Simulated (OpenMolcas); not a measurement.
# Rh2+: moving or changing the point charges

Rh2+ among 5 point charges of -2 e arranged as a square pyramid (C4v), 1.8 Å from the ion, with the axial distance 1.836 Å. The active orbitals were held to one l.

* Program: OpenMolcas 26.06
* Method: CASSCF
* Basis: ANO-RCC-VTZP [7s6p4d2f1g]
* Scalar Hamiltonian: DKH2, point nucleus
* Active space: 7 electrons in 5 orbitals (4d)
* State averaging: 2S+1 = 4 even, 10 roots; 2S+1 = 2 even, 40 roots
* Spin-orbit coupling: RASSI with atomic mean-field integrals over the reference wave functions

Runs around this geometry, states. Energies in cm-1 above the lowest state or level, χT in cm3 K/mol.

| R (Å) | Axial / equatorial distance | Ground state | First state of that spin | First gap with spin-orbit (degeneracies) | χT at 300 K | First state of another spin |
| --- | --- | --- | --- | --- | --- | --- |
| 1.8 | 0.94 | 2S+1 = 4 | 7826 | 520.7 (2, 2) | 2.085 | 2S+1 = 2: 4008 |
| 1.67 | 1.02 | 2S+1 = 2 | 13426 | 1465 (2, 2) | 1.054 | 2S+1 = 4: 5.4 |
| 1.8 | 1.02 | 2S+1 = 4 | 8562 | 527.6 (2, 2) | 2.121 | 2S+1 = 2: 4105 |
| 1.89 | 1.02 | 2S+1 = 4 | 6925 | 428.9 (2, 2) | 2.447 | 2S+1 = 2: 6441 |

The ground state changes within this set.

Without dynamic correlation the repulsion within the d shell is too large (B by tens of per cent), so at a given field states of lower spin stand too high. This shell can be high or low spin here, a state of another spin lies low, and with metal d orbitals alone active their balance is uncertain, so the ground spin may be wrong (holds for R = 1.8, ratio = 0.94; R = 1.8, ratio = 1.02; R = 1.89, ratio = 1.02). Point charges give a weaker field than real ligands, and real ions of this kind are as a rule low spin; the high spin found here belongs to the model (holds for R = 1.8, ratio = 0.94; R = 1.8, ratio = 1.02; R = 1.89, ratio = 1.02). Spin-orbit coupling mixes the spin-free states strongly: the lowest level takes only 50 % from its leading state, 2S+1 = 2 (holds for R = 1.67, ratio = 1.02). This shell can be high or low spin here, a state of another spin lies low, and with metal d orbitals alone active their balance is uncertain, so the ground spin may be wrong, although the usual error favours high spin (holds for R = 1.67, ratio = 1.02). Point charges carry no covalency, so the field is a model and not that of real ligands. An unlabelled pair can be two single states that coincide in this model. No measured value stands beside these numbers.

A state without a sure symmetry label is named by its multiplicity alone.
